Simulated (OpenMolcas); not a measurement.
Ag⁷⁺: effect of the basis set

```yaml
Program: OpenMolcas 26.06
Method: "SS-CASPT2, IPEA 0.25 Eh, imaginary shift 0.1 Eh (closed shells correlated: 4s 4p)"
Active_space: 4 electrons in 10 orbitals (4d 5d)
State_averaging: 2S+1 = 5 even, 5 roots; 2S+1 = 3 even, 45 roots; 2S+1 = 1 even, 49 roots
Spin-orbit_coupling: RASSI with atomic mean-field integrals over the reference wave functions, term energies averaged over their components
```

A. ANO-R2 [7s5p4d2f1g], X2C, finite nucleus; CASPT2 step roughly 12 core-minutes
B. ANO-RCC-VTZP [7s6p4d2f1g], DKH2, point nucleus; CASPT2 step roughly 15 core-minutes
C. ANO-RCC-VQZP [8s7p5d3f2g1h], DKH2, point nucleus; CASPT2 step of the order of 25 core-minutes

Energies in cm⁻¹ above 4d⁴ ⁵D₀, the measured ground level; measured values from Atoms 5, 11 (2017), spectra Ag VII to Ag IX.

```tsv
Level	A	B	C	Measured
4d⁴ ⁵D₀	0.0	0.0	0.0	0.0
4d⁴ ⁵D₁	1240	1250	1199	1340
4d⁴ ⁵D₂	3040	3060	2950	3212
4d⁴ ⁵D₃	5070	5100	4940	5292
4d⁴ ⁵D₄	7200	7260	7040	7443
4d⁴ ³P₀(1)	21700	21800	21810	21309
4d⁴ ³H₄ [69 %]	24030	24260	24100	23302
4d⁴ ³P₁(1)	26730	26870	26760	26526
4d⁴ ³H₅	26870	27140	26860	26250
4d⁴ ³G₃ [50 %]	27570	27830	27720	
4d⁴ ³F₂(1)	28490	28700	28610	28051
4d⁴ ³H₆	28820	29100	28770	28185
4d⁴ ³F₄(1) [53 %]	30000	30250	30030	
4d⁴ ³P₂(1)	32480	32690	32510	32134
4d⁴ ³F₃(1) [51 %]	33410	33700	33460	
4d⁴ ³G₄ [60 %]	33530	33810	33580	32698
4d⁴ ³G₅	35670	36030	35670	35077
4d⁴ ³D₃	37840	38250	38120	36879
4d⁴ ³D₂ [69 %]	39050	39410	39240	38402
4d⁴ ³D₁	39900	40310	40130	39191
4d⁴ ¹I₆	40790	41140	40700	39744
4d⁴ ¹G₄(1) [73 %]	44050	44240	43890	43104
4d⁴ ¹S₀	46100	46300	46130	
4d⁴ ¹D₂(1)	49860	50180	49980
```

Deviations, from unrounded energies. A percentage is the sum of absolute deviations over the sum of measured energies, with the sign that they share, or ± where signs differ.

```
                        Against measurement  Levels     A     B     C
             mean absolute deviation (cm-1)      18   550   750   610
      fine structure of the ground term (%)       4  -4.3  -3.6  -6.6
other terms of the ground configuration (%)      14  +2.0  +2.9  +2.2
```

A lies closest to measurement on these levels and B furthest from it. The largest miss of A in the table is 4d⁴ ¹I₆, by +1100 cm-1. The ranking rests on the paired levels alone, and a cruder setting can come out closer through cancelling errors.

Among A to C the level of the table that moves most is 4d⁴ ¹I₆, by 440 cm-1 (lowest in C, highest in B). Moves below CASPT2's spread within the term are not significant.

CASPT2 breaks the degeneracy within a term, and the mean is taken; among the terms shown or strongly mixed into the levels shown the widest spread is 200 cm-1 (4d⁴ ¹G(1), B). Active for correlation alone: 5d; no level in the range computed is led by a configuration that fills it, so any true level of that kind is missing. Computed and measured levels are paired by configuration, term and J; levels that our copy of the source lacks, or whose pairing is in doubt (as where it misses far off the trend of its configuration), stay unpaired and out of the deviations. Only configurations of the active space appear. Levels that lie high or do not pair safely by name in every column are left out.

A share in square brackets marks a mixed level and gives the weight of the term that names it, the lowest over the columns. A number in round brackets counts repeated terms of one configuration in the order of the reference energies.
